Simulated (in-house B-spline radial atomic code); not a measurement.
Zr II (Zr+) is squeezed into an impenetrable sphere of radius R (the orbitals vanish at R). Computed with a B-spline radial code for spherical atoms: scalar-relativistic (X2C) Hartree-Fock, spin-polarised, averaged over the determinants with the given up and down occupations, Fermi nucleus of rms radius 4.2694 fm.

Energies in eV above the free ion in [Kr] 4d2 5s1:

```tsv
R (bohr)	highest level (eV)	[Kr] 4d2 5s1	[Ar] 3d10 4s2 4p5 4d2 5s1 5d1	[Kr] 4d2 5d1
8.31	-12.4	0.04602	39.42	9.175
5.85	-11.5	1.079	45.07	15.33
5.14	-10.2	2.597	50.24	20.21
4.49	-7.57	5.879	59.31	28.06
3.64	1.47	18.37	86.94	49.95
3.03	19	46.67	138	88.53
2.73	36.1	78.17	188.3	126.4
2.38	70.6	151.5	295.1	208.2
1.88	181	443.6	676.5	511.8
1.43	456	1382	1790	1444
```

Does [Ar] 3d10 4s2 4p5 4d2 5s1 5d1 fall below [Kr] 4d2 5s1 under compression?

No, it stays above over the whole range.

Does [Kr] 4d2 5d1 fall below [Kr] 4d2 5s1 under compression?

No, it stays above over the whole range.

The highest level is first positive in the row R = 3.64 bohr, pushed up by confinement above the zero of the free ion's potential. Each configuration is held fixed and needn't be the lowest in the sphere.
